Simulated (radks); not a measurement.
Values are calculated unless marked as measured or tabulated.
Q: These are the eigenvalues of the occupied orbitals of an atom or ion with whole-number occupations (hartree). Code: a radial shooting solver on a logarithmic mesh with Libxc functionals. Model: scalar-relativistic Kohn-Sham, SCAN, spin-polarised, spherical densities, finite nucleus; meta-GGA in the generalised Kohn-Sham scheme; Fermi nuclear charge, rms radius of each element as measured or else 0.836 A^(1/3) + 0.57 fm.

1s up: -2717.236
1s down: -2717.235
2s up: -474.2427
2s down: -474.2398
2p up: -412.8569
2p down: -412.8540
3s up: -110.8094
3s down: -110.8084
3p up: -92.67444
3p down: -92.67304
3d up: -72.37103
3d down: -72.36828
4s up: -23.60230
4s down: -23.59664
4p up: -17.62654
4p down: -17.62123
4d up: -10.17973
4d down: -10.17366
5s up: -3.43978
5s down: -3.38286
4f up: -1.94181
4f down: -1.93320
5p up: -1.92505
5p down: -1.86413
6s up: -0.25492
5d up: -0.25346
6s down: -0.22958
5d down: -0.20690

Which element is it, and in what charge state? The configuration may be excited.

A: Z = 76, osmium, charge 0: Os in [Xe] 4f14 5d(up 4, down 2) 6s2. The list shows which subshells hold electrons but not how many an open one holds; the 1s level, -2717.2 hartree, gives Z - s = 73.7 by -(Z - s)^2/2, which with screening and relativity narrows Z to a few neighbours, and the depths of the outer levels then fix element, charge and occupations together.
